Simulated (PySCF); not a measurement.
FS, SMILES F[S] (connectivity only; charge and spin as stated), charge -1, multiplicity 1. Geometry: PBE0-D3(BJ)/def2-TZVPD. The spin state was assumed, not searched.

These are PBE0-D3(BJ)/def2-TZVPD run with PySCF values and carry that method's errors.

Harmonic wavenumbers (cm⁻¹): 664. Rotational constants (GHz): 14.50 (linear); symmetry number 1.

**Question.** Work out the zero-point energy and the ideal-gas rigid-rotor harmonic-oscillator thermochemistry at 298.15 K and 1 atm.

**Answer.** ZPE = ½ Σ hcν = ½ × 664 cm⁻¹ = 0.95 kcal/mol. H − E(el) = 3.10 kcal/mol. Entropy in cal/(mol K): translation 37.71, rotation 14.03, vibration 0.35, total 52.10. G − E(el) = -12.43 kcal/mol. Cp = 7.86 cal/(mol K).
